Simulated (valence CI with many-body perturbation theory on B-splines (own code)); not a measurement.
E1 line list for Ru XIII

Method: valence CI with perturbative core correlation (CI+MBPT): four valence electrons over a frozen Dirac-Fock core [Ar] 3d10, a basis of 11 s, 11 p, 9 d, 7 f, 5 g, 2 h, 1 i functions for each j, with the one-electron correlation potential Σ1, the two-electron term Σ2, the three-electron term Σ3, Breit, model QED; selected CI, second order for the rest, scaled by the run's own slope (own B-spline code, finite nucleus).

No measured spectrum was set against this ion. As an estimate, levels hold to about 250 cm⁻¹ or 0.2 % of their energy and the worst to 1 %, as in measured heavy ions of charge 2 to 7; those with d or f electrons hold less well.

Lines 51 to 100 of 234 in falling wavelength, among levels below 820590 cm⁻¹, chosen from the strongest by gf and those to the six lowest levels. Wavelengths and rates use the calculated energies, so an error of 800 cm⁻¹ moves a line at 326.7 Å by 0.26 % and its rate by three times that or more. Electric multipoles are in the length gauge, E1 and E2 with the static RPA response of the core. Weak lines are less certain than strong ones. Lines between different terms over intervals too small for the method are left out, as are lines whose strength nearly cancels. Where a level lies close to another of its J and parity, the split of strength between their lines is uncertain. The highest levels of a list are the least certain.

Names give the largest LS component (configuration and term), which can be under half, so a name can repeat, a term be missing and a line seem to break the LS rules; names also repeat where a configuration has a term twice. Letters in brackets count levels of one name in rising energy.

```
λ vac (Å)             Upper          Lower   A (s⁻¹)  S (a.u.) with core polarisation  S without
    326.7  4s4p²4d ³D_1 [c]  4s²4p4d ³P°_2  3.09e+09                         1.60e-01   1.76e-01
    325.9       4s4p³ ¹D°_2    4s²4p² ¹D_2  1.26e+10                         1.07e+00   1.19e+00
    325.2       4s4p³ ³P°_2    4s²4p² ³P_2  9.07e+09                         7.70e-01   8.50e-01
    324.5  4s4p²4d ³F_3 [b]  4s²4p4d ³P°_2  1.76e+09                         2.08e-01   2.31e-01
    324.0  4s4p²4d ³F_2 [b]  4s²4p4d ³D°_1  4.05e+09                         3.40e-01   3.80e-01
    322.3  4s4p²4d ³D_2 [c]  4s²4p4d ³P°_2  1.51e+09                         1.25e-01   1.38e-01
    321.7       4s4p³ ³P°_0    4s²4p² ³P_1  8.33e+09                         1.37e-01   1.51e-01
    319.9  4s4p²4d ³D_2 [d]  4s²4p4d ³D°_1  3.74e+09                         3.03e-01   3.36e-01
    317.8       4s4p³ ³P°_1    4s²4p² ³P_1  6.97e+09                         3.31e-01   3.65e-01
    315.6       4s4p³ ³S°_1    4s²4p² ¹D_2  2.23e+08                         1.04e-02   1.15e-02
    315.3  4s4p²4d ³P_1 [b]  4s²4p4d ³P°_2  5.30e+09                         2.46e-01   2.71e-01
    315.2  4s4p²4d ³D_3 [b]  4s²4p4d ³F°_3  1.98e+09                         2.14e-01   2.36e-01
    315.2      4s4p²4d ³S_1  4s²4p4d ³D°_1  2.45e+09                         1.14e-01   1.25e-01
    314.8  4s4p²4d ³D_2 [a]  4s²4p4d ³F°_2  6.49e+09                         5.00e-01   5.52e-01
    313.6       4s4p³ ³P°_2    4s²4p² ³P_1  4.56e+07                         3.47e-03   3.83e-03
    313.2  4s4p²4d ³F_3 [c]  4s²4p4d ³P°_2  2.14e+09                         2.27e-01   2.53e-01
    309.2  4s4p²4d ³D_2 [b]  4s²4p4d ³F°_3  1.44e+09                         1.05e-01   1.15e-01
    307.6       4s4p³ ¹P°_1    4s²4p² ¹S_0  7.58e+09                         3.27e-01   3.61e-01
    307.0  4s4p²4d ³D_1 [a]  4s²4p4d ³F°_2  2.36e+09                         1.01e-01   1.11e-01
    304.2          4p⁴ ³P_0    4s4p³ ³D°_1  1.18e+10                         1.63e-01   1.80e-01
    303.5          4p⁴ ¹D_2    4s4p³ ³D°_3  3.52e+09                         2.43e-01   2.68e-01
    303.4  4s4p²4d ³P_2 [b]  4s²4p4d ³P°_2  4.08e+09                         2.81e-01   3.10e-01
    301.3  4s4p²4d ³F_3 [b]  4s²4p4d ³F°_3  6.68e+09                         6.31e-01   6.96e-01
    301.0          4p⁴ ³P_1    4s4p³ ³D°_2  7.55e+09                         3.05e-01   3.36e-01
    299.4  4s4p²4d ³D_2 [c]  4s²4p4d ³F°_3  2.16e+09                         1.43e-01   1.57e-01
    298.8          4p⁴ ³P_1    4s4p³ ³D°_1  4.48e+09                         1.77e-01   1.96e-01
    295.5  4s4p²4d ³D_2 [b]  4s²4p4d ³F°_2  5.05e+09                         3.22e-01   3.55e-01
    293.5       4s4p³ ³P°_1    4s²4p² ³P_0  1.83e+09                         6.85e-02   7.54e-02
    292.7  4s4p²4d ³D_1 [b]  4s²4p4d ³F°_2  1.53e+10                         5.68e-01   6.25e-01
    291.7  4s4p²4d ³F_2 [b]  4s²4p4d ³F°_3  1.52e+09                         9.30e-02   1.02e-01
    291.5  4s4p²4d ³F_3 [c]  4s²4p4d ³F°_3  4.37e+09                         3.74e-01   4.14e-01
    291.1       4s4p³ ¹D°_2    4s²4p² ³P_2  2.15e+09                         1.31e-01   1.44e-01
    290.0  4s4p²4d ³D_1 [c]  4s²4p4d ³F°_2  2.80e+09                         1.01e-01   1.12e-01
    288.5  4s4p²4d ³D_2 [d]  4s²4p4d ³F°_3  1.76e+10                         1.04e+00   1.15e+00
    286.5  4s4p²4d ³D_2 [c]  4s²4p4d ³F°_2  1.96e+09                         1.14e-01   1.25e-01
    284.2  4s4p²4d ³D_3 [c]  4s²4p4d ³F°_3  4.85e+09                         3.84e-01   4.24e-01
    283.0  4s4p²4d ³P_2 [b]  4s²4p4d ³F°_3  1.02e+10                         5.73e-01   6.31e-01
    282.9       4s4p³ ³S°_1    4s²4p² ³P_2  4.16e+10                         1.40e+00   1.54e+00
    281.8  4s4p²4d ³P_1 [a]    4s4p³ ³S°_1  2.66e+09                         8.82e-02   9.66e-02
    281.8       4s4p³ ¹D°_2    4s²4p² ³P_1  3.18e+08                         1.76e-02   1.93e-02
    280.5          4p⁴ ³P_2    4s4p³ ⁵S°_2  6.74e+08                         3.67e-02   4.04e-02
    279.5  4s4p²4d ³F_2 [b]  4s²4p4d ³F°_2  9.65e+09                         5.20e-01   5.74e-01
    279.1       4s4p³ ¹P°_1    4s²4p² ¹D_2  3.99e+10                         1.29e+00   1.41e+00
    274.0       4s4p³ ³S°_1    4s²4p² ³P_1  1.67e+10                         5.10e-01   5.61e-01
    272.9      4s4p²4d ³S_1  4s²4p4d ³F°_2  7.94e+09                         2.39e-01   2.63e-01
    267.8     4s²4p4d ³F°_2    4s²4p² ¹D_2  1.75e+09                         8.31e-02   9.11e-02
    257.8  4s4p²4d ³P_2 [a]    4s4p³ ³P°_1  2.14e+09                         9.05e-02   9.91e-02
    257.5     4s²4p4d ³F°_3    4s²4p² ¹D_2  3.74e+05                         2.21e-05   3.22e-05
    257.4          4p⁴ ³P_1    4s4p³ ⁵S°_2  4.86e+06                         1.23e-04   1.35e-04
    256.9     4s²4p4d ³D°_1    4s²4p² ¹S_0  1.30e+08                         3.27e-03   3.52e-03
```
